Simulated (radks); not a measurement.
Problem. These are the eigenvalues of the occupied orbitals of an atom or ion with whole-number occupations (hartree). All-electron calculation, scalar-relativistic Kohn-Sham, PBE, spin-polarised, spherical densities, point nucleus. Program: a radial shooting solver on a logarithmic mesh with Libxc functionals.

1s down: -279.1584
1s up: -279.1582
2s up: -33.14042
2s down: -33.10566
2p up: -28.39617
2p down: -28.36998
3s up: -3.91447
3s down: -3.83829
3p up: -2.56895
3p down: -2.49425
3d up: -0.47884
3d down: -0.41328

Which element is it, and in what charge state? The configuration may be excited. Open shells, if any, are filled with parallel spins first.

Solution. Z = 27, cobalt, charge +1: Co+ in [Ar] 3d8. The list shows which subshells hold electrons but not how many an open one holds; the 1s level, -279.16 hartree, gives Z - s = 23.6 by -(Z - s)^2/2, which with screening and relativity narrows Z to a few neighbours, and the depths of the outer levels then fix element, charge and occupations together.
